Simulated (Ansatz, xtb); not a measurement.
**Relative energy of two isomers of CH7BN2O**

We compare I, `NCB(N)O`, a singlet, with II, `CNB(N)O`, a singlet. Both are isolated molecules in the gas phase, relaxed with PBE0-D4/def2-SVP; each stands in its lowest conformer found.

Quicker runs give these differences E(II) − E(I): GFN2-xTB −22.7 kcal/mol; HF/STO-3G −21.4 kcal/mol (at GFN2-xTB geometries); r2SCAN-D4/def2-SVP −17.4 kcal/mol (at GFN2-xTB geometries).

Problem. Estimate E(II) − E(I) at the level CCSD(T)/def2-SVP + ΔMP2/def2-TZVPP.

Solution. Calculated at CCSD(T)/def2-SVP + ΔMP2/def2-TZVPP: E(II) − E(I) = −16.7 kcal/mol, so structure II lies lower.

The same difference at several levels:

| level | geometry | E(II) − E(I) (kcal/mol) | departure from the last row (kcal/mol) | job, with rough time for the two |
| --- | --- | --- | --- | --- |
| GFN2-xTB | GFN2-xTB | −22.7 | −6.0 | optimisation, 0.26 s |
| HF/STO-3G | GFN2-xTB | −21.4 | −4.8 | single point, 0.28 s |
| r2SCAN-D4/def2-SVP | GFN2-xTB | −17.4 | −0.8 | single point, 3.7 s |
| PBE0-D4/def2-SVP | PBE0-D4/def2-SVP | −16.2 | +0.5 | optimisation, 57 s |
| HF/def2-SVP | PBE0-D4/def2-SVP | −20.5 | −3.8 | part of the CCSD(T) run |
| MP2/def2-SVP | PBE0-D4/def2-SVP | −17.2 | −0.6 | part of the CCSD(T) run |
| CCSD(T)/def2-SVP | PBE0-D4/def2-SVP | −16.9 | −0.2 | single point |
| CCSD(T)/def2-SVP + ΔMP2/def2-TZVPP | PBE0-D4/def2-SVP | −16.7 |  | single point, 35 s |

As drawn, II has 1 B–N, 1 C–H in place of 1 C–B, 1 N–H.

None of the levels shown reverses the order. The largest departure from CCSD(T)/def2-SVP + ΔMP2/def2-TZVPP is that of GFN2-xTB, 6.0 kcal/mol. The last row adds to CCSD(T) the change of the MP2 difference between the two basis sets, here +0.2 kcal/mol.

With harmonic frequencies from PBE0-D4/def2-SVP (ideal gas, rigid rotor, one conformer each, 298.15 K, 1 atm): on the last row, ΔE + ΔZPE = −17.6, ΔH = −17.2, ΔG = −18.2 kcal/mol.

The correlated steps freeze 5 core orbitals. Programs: Ansatz 0.2.0, xtb 6.7.1; the last row on 2 threads of Arm Neoverse V2 on a shared host.
